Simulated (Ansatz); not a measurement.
Born–Oppenheimer molecular dynamics of C2H5NSi (9 atoms, charge 0, multiplicity 1). It starts at the highest image of a converged band. Of that band: Neighbouring images differ by up to 1.4 eV, so the band resolves the path poorly. A vibrational analysis at the climbing image gives one clearly imaginary mode, 1352i cm⁻¹: a first-order saddle point.

Theory: RKS PBE0-D4/def2-SVP (Ansatz 0.2.0).

```
ensemble                      : NVE (velocity Verlet)
time step                     : 0.5 fs
steps asked                   : 200
starting velocities drawn for : 100 K
seed                          : 5292
```

First frame:

```xyz
9
Properties=species:S:1:pos:R:3
C 0.130 1.379 -0.684
C -0.285 0.051 -0.735
Si -0.543 -2.400 0.406
N 0.088 -0.768 0.300
H -0.092 2.037 -1.532
H -1.131 1.012 -0.520
H 0.804 1.797 0.094
H 0.256 -2.698 1.694
H 0.774 -0.409 0.978
```

**Question.** How far do the bonds stretch over the last three quarters of this one trajectory? (Pairs bonded in most of those frames.)

**Answer.** 
```tsv
bond	mean (Å)	spread (Å)	shortest	longest
C1–C2	1.496	0.043	1.43	1.58
C1–H5	1.103	0.015	1.08	1.13
C1–H6	1.117	0.015	1.09	1.14
C1–H7	1.117	0.013	1.10	1.15
C2–N4	1.339	0.015	1.32	1.37
Si3–N4	1.793	0.037	1.73	1.86
Si3–H8	1.554	0.015	1.53	1.58
N4–H9	1.047	0.017	1.02	1.08
```

Mean temperature of the second half: 535 K. The conserved energy stayed within 0.093 meV per atom of its start (net change 0.063 meV per atom), so the integration is sound. The kinetic energy rose, since the run started high on the potential surface and went downhill. A run of 0.1 ps of so small a system gives no equilibrium averages. The orbitals stay closed-shell, which can raise the energy where a bond breaks towards radicals; this wasn't checked here.

Run time: 3.3 min on 2 threads of Intel(R) Xeon(R) 6975P-C (Granite Rapids) (shared host), peak memory 0.17 GiB.
